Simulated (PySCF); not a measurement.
PySCF 2.14 output of an unrestricted HSE06 calculation on a single atom or ion in def2-TZVPPD with the def2 core potential (60 electrons), with a scalar-relativistic core potential:

```
SCF conv_tol = 1e-09
number electrons alpha = 10  beta = 9
    J. Heyd, G. E. Scuseria, and M. Ernzerhof.,  J. Chem. Phys. 118, 8207 (2003)
    J. Heyd, G. E. Scuseria, and M. Ernzerhof.,  J. Chem. Phys. 124, 219906 (2006)
    A. V. Krukau, O. A. Vydrov, A. F. Izmaylov, and G. E. Scuseria.,  J. Chem. Phys. 125, 224106 (2006)
cycle= 1 E= -119.317149005339  delta_E= -0.0123  |g|= 0.0535  |ddm|= 0.482
cycle= 2 E= -119.315960029585  delta_E= 0.00119  |g|= 0.0742  |ddm|= 0.181
cycle= 3 E= -119.318187825058  delta_E= -0.00223  |g|= 0.0063  |ddm|= 0.0937
cycle= 4 E= -119.318201922077  delta_E= -1.41e-05  |g|= 0.000632  |ddm|= 0.00749
cycle= 5 E= -119.318202114597  delta_E= -1.93e-07  |g|= 3.69e-05  |ddm|= 0.00154
cycle= 6 E= -119.318202116138  delta_E= -1.54e-09  |g|= 7.62e-06  |ddm|= 0.000174
cycle= 7 E= -119.318202116169  delta_E= -3.06e-11  |g|= 6.91e-07  |ddm|= 1.58e-05
converged SCF energy = -119.318202116169  <S^2> = 0.75255048  2S+1 = 2.0025489
```

The run itself started from symmetry-adapted Hartree-Fock orbitals and held the occupation by maximum overlap, on a logarithmic radial grid, so the iterations belong to that start.

Q: Which element, charge and spin multiplicity is this?

A: Pt⁻ (platinum, charge -1), multiplicity 2; the state was [Xe] 4f14 5d9 6s2, 2D determinant.

Energies and moments cover only the electrons outside the core potential. Spin-orbit coupling, absent here, splits the open shell strongly. At HSE06 the highest occupied level has a positive energy, so only the finite basis holds that electron; in a semilocal or global hybrid functional this comes from self-interaction and does not mean that the real anion is unbound.
